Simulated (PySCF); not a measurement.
## Computed vibrations of Pb(CH3)2

Pb(CH3)2 (singlet). PySCF 2.14.0, RKS PBE0, Pb def2-SVP with ECP60, C def2-SVP, H def2-SVP; non-relativistic Hamiltonian with scalar-relativistic core potentials where named; density fitting; no spin-orbit coupling. Central differences of gradients.

```xyz
9

Pb    0.0000    0.0000   -0.2105
C     1.6495    0.0000    1.4003
H     2.6600    0.0000    0.9671
H     1.5282    0.8891    2.0414
H     1.5282   -0.8891    2.0414
C    -1.6495    0.0000    1.4003
H    -2.6600    0.0000    0.9671
H    -1.5282   -0.8891    2.0414
H    -1.5282    0.8891    2.0414
```

Run from Python with OMP_NUM_THREADS=2. Where DIIS fails, smearing, a level shift and second-order steps follow.
It took 39 s on 2 threads of Arm Neoverse V2 (shared host).

(1) What are the harmonic wavenumbers and infrared intensities?

(2) Is this a minimum?

Answers

(1) Modes are labelled in C2v; negative numbers are unstable modes, those under 60 cm⁻¹ near the noise; a finer grid moves soft modes by up to 10 cm⁻¹.
```json
{"cm⁻¹": "50", "km/mol": "0.0", "symmetry": "a2"}
{"cm⁻¹": "85", "km/mol": "0.3", "symmetry": "b2"}
{"cm⁻¹": "149", "km/mol": "1.3", "symmetry": "a1"}
{"cm⁻¹": "432", "km/mol": "51.3", "symmetry": "b1"}
{"cm⁻¹": "440", "km/mol": "39.9", "symmetry": "a1"}
{"cm⁻¹": "541", "km/mol": "1.2", "symmetry": "b2"}
{"cm⁻¹": "581", "km/mol": "0.0", "symmetry": "a2"}
{"cm⁻¹": "624", "km/mol": "10.2", "symmetry": "b1"}
{"cm⁻¹": "738", "km/mol": "23.5", "symmetry": "a1"}
{"cm⁻¹": "1149", "km/mol": "0.7", "symmetry": "b1"}
{"cm⁻¹": "1161", "km/mol": "0.8", "symmetry": "a1"}
{"cm⁻¹": "1412", "km/mol": "2.7", "symmetry": "b1"}
{"cm⁻¹": "1418", "km/mol": "0.0", "symmetry": "a2"}
{"cm⁻¹": "1424", "km/mol": "3.9", "symmetry": "a1"}
{"cm⁻¹": "1433", "km/mol": "15.2", "symmetry": "b2"}
{"cm⁻¹": "3044", "km/mol": "12.7", "symmetry": "b1"}
{"cm⁻¹": "3044", "km/mol": "14.6", "symmetry": "a1"}
{"cm⁻¹": "3147", "km/mol": "0.0", "symmetry": "a2"}
{"cm⁻¹": "3150", "km/mol": "27.0", "symmetry": "b2"}
{"cm⁻¹": "3178", "km/mol": "16.9", "symmetry": "b1"}
{"cm⁻¹": "3178", "km/mol": "1.9", "symmetry": "a1"}
```

(2) Yes, within the noise of the softest modes. Ideal gas at 298.15 K and 1 bar: S = 340.1 J/(mol K), Cp = 89.6 J/(mol K), H − H(0 K) = 19.0 kJ/mol (rigid rotor, harmonic modes, spin degeneracy alone; the modes under 60 cm⁻¹ make these uncertain).
